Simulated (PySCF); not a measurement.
**Radial density of Hg⁺ (mercury, charge +1)**

UHF, [Xe] 4f14 5d9 6s1 6p1, one real determinant (an excited configuration). Computed with PySCF 2.14 in aug-cc-pVDZ-PP with ECP60MDF (5s5p4d2f, 54 functions), with scalar relativity through the core potential. This is the valence pseudo-density: the core potential removes the inner electrons and smooths the orbitals near the nucleus.

```tsv
r (bohr)	4πr²ρ (e/bohr)	4πr²(ρα − ρβ)
0.0418	1.411e-05	0.0000
0.0703	4.559e-05	0.0000
0.118	0.0002137	0.0000
0.199	0.002626	0.0002
0.335	0.1158	0.0070
0.563	4.538	0.2072
0.947	18.02	0.7638
1.59	7.574	0.9948
2.68	1.457	0.9038
4.51	0.2052	0.1992
7.58	0.003527	0.0035
12.7	5.922e-05	0.0001
```

⟨L²⟩ = 8.04 against 12 for a pure F term, so this real determinant mixes terms. Energies and moments cover only the electrons outside the core potential. Spin-orbit coupling, absent here, splits the open shell strongly.
